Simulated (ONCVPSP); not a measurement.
Si (Z = 14) ONCV: all-electron and pseudo phase curves

silicon, optimised norm-conserving Vanderbilt (ONCV), made with ONCVPSP 4.0.1 (LDA (Perdew-Zunger), scalar-relativistic). Core [He], reference 2s2 2p6 3s2 3p2. Waves: 2s+3s: rc 1.15 bohr, ncon 4, nbas 7, qcut 8.2 1/bohr, 2 projectors; 2p+3p: rc 0.85 bohr, ncon 4, nbas 8, qcut 14.7 1/bohr, 3 projectors, debl 1.8 Ha; d scattering state at 0.04 Ha: rc 0.90 bohr, ncon 4, nbas 7, qcut 9.1 1/bohr, 2 projectors, debl 0.6 Ha. Local part: polynomial inside 0.55 bohr (lpopt 5, dvloc0 0 Ha). Core correction: polynomial model core, fcfact 0.5.

The phase is arctan(r·R′/R) of the radial function R(r), unwrapped; energies in Ha, scanned from -7 to 5 Ha. A pole is an energy at which the radial function vanishes at the test radius. The pseudo phase is shifted by a multiple of π to meet the all-electron one at the reference energy, and phase errors are pseudo minus all-electron; the curves can meet again beyond the range given. Levels narrower than the energy grid can be missing from the lists of poles.

**Question.** For each channel, where are the poles, and over which energies does the pseudopotential scatter like the atom?

**Answer.**

```
channel  radius (bohr)  reference energy (Ha)  poles, all-electron  poles, pseudo  unbroken range about the reference energy with phases within 0.05 rad  phase error 1 Ha above the reference energy (rad)
      s           1.17                  -0.40                -4.72          -4.72                                                        the whole range                                             -0.000
      p           0.86                  -0.15                -1.93          -1.93                                                        the whole range                                             -0.000
      d           0.92                   0.04                 none           none                                                        the whole range                                             +0.000
```

Phases in the s channel:

```json
{"E (Ha)": "-6.96", "all-electron": "1.082", "pseudo": "1.082"}
{"E (Ha)": "-6.32", "all-electron": "0.891", "pseudo": "0.891"}
{"E (Ha)": "-5.68", "all-electron": "0.013", "pseudo": "0.013"}
{"E (Ha)": "-5.04", "all-electron": "-1.383", "pseudo": "-1.383"}
{"E (Ha)": "-4.40", "all-electron": "-1.674", "pseudo": "-1.674"}
{"E (Ha)": "-3.76", "all-electron": "-1.797", "pseudo": "-1.797"}
{"E (Ha)": "-3.12", "all-electron": "-1.885", "pseudo": "-1.885"}
{"E (Ha)": "-2.48", "all-electron": "-1.971", "pseudo": "-1.971"}
{"E (Ha)": "-1.84", "all-electron": "-2.073", "pseudo": "-2.073"}
{"E (Ha)": "-1.20", "all-electron": "-2.210", "pseudo": "-2.210"}
{"E (Ha)": "-0.56", "all-electron": "-2.414", "pseudo": "-2.414"}
{"E (Ha)": "0.08", "all-electron": "-2.734", "pseudo": "-2.734"}
{"E (Ha)": "0.72", "all-electron": "-3.188", "pseudo": "-3.189"}
{"E (Ha)": "1.36", "all-electron": "-3.654", "pseudo": "-3.654"}
{"E (Ha)": "2.00", "all-electron": "-3.987", "pseudo": "-3.988"}
{"E (Ha)": "2.64", "all-electron": "-4.197", "pseudo": "-4.198"}
{"E (Ha)": "3.28", "all-electron": "-4.333", "pseudo": "-4.333"}
{"E (Ha)": "3.92", "all-electron": "-4.425", "pseudo": "-4.426"}
{"E (Ha)": "4.56", "all-electron": "-4.492", "pseudo": "-4.493"}
```
